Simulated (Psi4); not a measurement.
Pair of molecules, SMILES N with SMILES F (the first has 4 atoms); geometry from B3LYP-D3(BJ)/def2-TZVP, rigid monomers moved along the line of their centres of mass till N1···H6 is 1.51 Å.
(charge 0, multiplicity 1):
```xyz
6

N      0.038     0.177     0.305
H     -0.239    -0.740    -0.027
H     -0.600     0.857    -0.092
H      0.965     0.372    -0.057
F      0.012     0.270     2.773
H      0.022     0.233     1.812
```

Computed with SAPT0/jun-cc-pV(D+d)Z in Psi4.

Question: Give the four SAPT terms and the total, and say what mostly holds the pair together.

Answer: electrostatics -1366.3, exchange 1687.4, induction -750.8, dispersion -189.7, total -619.4 meV; the largest attraction is electrostatics.
